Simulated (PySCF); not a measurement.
Excitations are Tamm–Dancoff values on a coarser integration grid. The basis has no diffuse functions, so Rydberg states are missing or too high.

Cartesian coordinates (Å):
```xyz
23

B     -1.3200     0.2410     1.9703
C     -0.0738     0.0329     1.0609
C      0.6048     1.2250     0.3625
C      1.8251     0.5674    -0.2942
C      1.3013    -0.8346    -0.6994
C     -0.1710    -0.8076    -0.2435
C     -0.7716    -2.1673    -0.0683
O     -1.8103    -2.5353    -0.5491
C     -0.9484     0.1486    -1.1552
C     -0.4274     1.5460    -0.7297
H     -1.4207     1.2440     2.6416
H     -2.1516    -0.6288     2.0966
H      0.6213    -0.4505     1.7909
H      0.8472     2.0776     1.0130
H      2.1926     1.1453    -1.1559
H      2.6584     0.4884     0.4207
H      1.3824    -1.0331    -1.7788
H      1.8527    -1.6358    -0.1799
H     -0.1660    -2.8559     0.5823
H     -0.7721    -0.0764    -2.2174
H     -2.0292     0.0320    -0.9835
H      0.0172     2.1108    -1.5632
H     -1.2411     2.1663    -0.3209
```
Charge 0, multiplicity 1.

Give the HOMO, total energy and S1 excitation (TDA) at the level PySCF with PBE0-D4/def2-TZVP // PBE0-D4/def2-SVP.


```
Item                        Value
-------------------  ------------
HOMO                     -7.27 eV
total energy         -412.3860 Ha
S1 excitation (TDA)       4.25 eV
```
